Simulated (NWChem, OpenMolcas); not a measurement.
# NWChem → OpenMolcas

NWChem 7.3.0 runs this on triplet BBrCl2:

run.py:
```python
from ase import Atoms
from ase.calculators.nwchem import NWChem

atoms = Atoms(['Cl', 'B', 'Cl', 'Br'], positions=[
    [0.582100, 0.666000, 1.510800],
    [0.037200, -0.038100, 0.022100],
    [0.444300, -1.679200, -0.365600],
    [-1.008100, 0.991100, -1.187600],
])

calc = NWChem(
    label='calc',
    theory='scf',
    memory='2200 mb',
    basis='3-21G',
    basispar='spherical bse',
    scf={'nopen': '2', 'uhf': None, 'thresh': '1e-08', 'maxiter': '80'},
    task='energy',
)
atoms.calc = calc

e = atoms.get_potential_energy()
print(f"E = {e:.6f} eV")
```

```bash
$ export ASE_NWCHEM_COMMAND="nwchem PREFIX.nwi > PREFIX.nwo"
$ python run.py
```

Geometry: relaxed at PBE0-D4/def2-TZVP. That shape belongs to the parent species and isn't relaxed for this state.

It gives a total energy of -3499.083289 Eh.

**Question.** How is this level of theory, on these atoms, set up in OpenMolcas 26.06 as an input file of the program's own?

**Answer.** This input was run:

job.input:
```
* BBrCl2 Hartree-Fock
>>> EXPORT MOLCAS_PRINT=2
&GATEWAY
BasLib = $CurrDir
Coord
4
angstrom
Cl       0.582100       0.666000       1.510800
B        0.037200      -0.038100       0.022100
Cl       0.444300      -1.679200      -0.365600
Br      -1.008100       0.991100      -1.187600
Basis = 3-21G
Group = NoSym
&SEWARD
&SCF
UHF
Spin = 3
Thresholds = 1e-10 1e-07 1e-07 1e-05
PrOrbitals = 1 1
```

```bash
$ export MOLCAS_MEM=1860
$ pymolcas job.input > job.log
```

(Basis files named in the input come from the Basis Set Exchange and aren't shown.)

Its energy is -3499.083289 Eh, 0.000 mEh from the first.
